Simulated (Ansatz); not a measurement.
Reaction (ligand exchange at the Si–C bond): `C=C[SiH](F)OC` + `S[SiH2]Cl` → `CO[SiH](F)S[SiH2]Cl` + ethylene

Isolated molecules relaxed with PBE0-D4/def2-TZVP in Ansatz; ΔE leaves out vibrations. CCSD(T)/CBS is the MP2 limit (def2-TZVPP, def2-QZVPP) plus CCSD(T) − MP2 in def2-TZVPP, frozen cores. This one scheme is used for every species. DFT in def2-TZVPP. B3LYP here is the variant with VWN-RPA as its local correlation; programs differ in this. Each species was taken in one conformer, which may not be the lowest.

**Question.** Is it downhill or uphill in electronic energy at CCSD(T)/CBS, and by how much? (Best estimate.)

**Answer.** Ansatz gave: Downhill: ΔE = -64.7 kJ/mol.

**Question.** What do these levels give: PBE-D4, PBE0-D4, B3LYP-D4, B2PLYP, PBE, B3LYP, CCSD/def2-TZVPP, CCSD(T)/def2-TZVPP, HF/def2-QZVPP, MP2/def2-QZVPP, HF/CBS(def2), MP2/CBS(def2)? (Best estimate.)

**Answer.** Ansatz gave: PBE-D4 -65.9, PBE0-D4 -66.3, B3LYP-D4 -63.8, B2PLYP -60.8, PBE -62.3, B3LYP -57.7, CCSD/def2-TZVPP -58.8, CCSD(T)/def2-TZVPP -60.5, HF/def2-QZVPP -58.1, MP2/def2-QZVPP -67.9, HF/CBS(def2) -58.1, MP2/CBS(def2) -69.6 kJ/mol.

Largest T1 diagnostic among the species: 0.012.

The D4 term adds −6.0 kJ/mol with B3LYP and −3.4 kJ/mol with PBE0; it sums over pairs of atoms, weighted by their polarisabilities, and B3LYP, whose exchange is more repulsive, gets the larger term.
